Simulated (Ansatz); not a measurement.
One change: `CO[SiH]` becomes `CO[AsH2]`.

Ansatz, PBE0-D4/def2-TZVP geometries, multiplicity 1. 

Scalar relativity is left out up to krypton.

```
                                                                                  property  `CO[SiH]`
                                                       HOMO energy (B3LYP/def2-TZVPP) / eV      -6.36
                                                     LUMO energy (ωB97M-V/def2-TZVPP) / eV       0.04
                                                       HOMO–LUMO gap (PBE/def2-TZVPP) / eV       2.65
ideal-gas entropy at 298 K and 1 bar (rigid rotor, harmonic PBE0-D4/def2-TZVP) / J/(mol·K)        280
                                                       LUMO energy (B3LYP/def2-TZVPP) / eV      -2.14
                                            zero-point energy (PBE0-D4/def2-TZVP) / kJ/mol      129.2
```

Task: What does the change do to each property? (Estimate.)

Result: The calculation gave: 
```json
{"property": "HOMO energy (B3LYP/def2-TZVPP) / eV", "`CO[AsH2]`": "-7.61", "shift": "-1.25"}
{"property": "LUMO energy (ωB97M-V/def2-TZVPP) / eV", "`CO[AsH2]`": "1.59", "shift": "1.55"}
{"property": "HOMO–LUMO gap (PBE/def2-TZVPP) / eV", "`CO[AsH2]`": "5.18", "shift": "2.53"}
{"property": "ideal-gas entropy at 298 K and 1 bar (rigid rotor, harmonic PBE0-D4/def2-TZVP) / J/(mol·K)", "`CO[AsH2]`": "296", "shift": "16"}
{"property": "LUMO energy (B3LYP/def2-TZVPP) / eV", "`CO[AsH2]`": "-0.60", "shift": "1.54"}
{"property": "zero-point energy (PBE0-D4/def2-TZVP) / kJ/mol", "`CO[AsH2]`": "151.5", "shift": "22.3"}
```

With PBE0 the HOMO falls by 1.26 eV and the LUMO rises by 1.59 eV, so the gap widens by about 2.85 eV. PBE moves the HOMO by -1.02 eV and ωB97M-V by -1.37 eV. The zero-point energy changes by 22.3 kJ/mol with +3 modes.

B3LYP here is the variant with VWN-RPA as its local correlation; programs differ in this.
